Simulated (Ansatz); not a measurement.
A run for Ansatz (a first-principles code): U-CCSD(T)/cc-pVDZ on N2 (SMILES N#N), 2S+1 = 3, a spin state set in the input, which need not be the lowest, at the other state's geometry.

Ansatz 0.2 input:
```yaml
crystal:
  periodic: [false, false, false]
  atoms:
    - {symbol: N, position_ang: [-0.00000000, -0.00000000, -0.54545770]}
    - {symbol: N, position_ang: [0.00000000, 0.00000000, 0.54545770]}
basis:
  gaussian:
    orbitals: cc-pVDZ
magnetization: {spin_polarized: true, initial_magnetization: 2}
correlation: {method: ccsd_t, electrons: outside_noble_gas}
scf: {omitted_lower_state_checks: [cluster_reference]}
```

The head of its log:

```
WARN ansatz: RAYON_NUM_THREADS=2 ignored (pool sized by the plan → 2); use --threads N
Functional definition: HF
these checks for a lower state are left out or cut short: cluster_reference
integrals: 0.01 GiB planned
274 factors; integrals over basis functions are off by at most 7.5e-4 eV
mean field: 0.05 GiB planned
mean field evaluation 1: about -2956.4551 eV, gradient 8.8e0 eV
mean field evaluation 2: about -2956.4593 eV, gradient 8.8e0 eV
mean field evaluation 4: about -2956.8994 eV, gradient 5.1e-1 eV
mean field evaluation 8: about -2956.9013 eV, gradient 8.2e-6 eV
mean field evaluation 16: about -2957.5254 eV, gradient 2.6e0 eV
mean field evaluation 32: about -2956.8975 eV, gradient 3.4e-4 eV
mean field evaluation 64: about -2956.9079 eV, gradient 1.5e-6 eV
mean field evaluation 96: about -2956.9079 eV, gradient 5.8e-6 eV
mean field -2958.07179206 eV, -108.7071333049 hartree, gradient 1.6e-6 eV, S^2 2.010022; 12 other end points of the search recorded, 0 dependent functions left out
2 core orbitals not correlated
reference -2958.07179206 eV, -108.7071333049 hartree; 6, 4 occupied and 20, 22 virtual orbitals, 274 factors
```

### Question
Predict the final total energy.

### Answer
-108.9669 hartree (reference determinant -108.7071, T1 diagnostic 0.009).
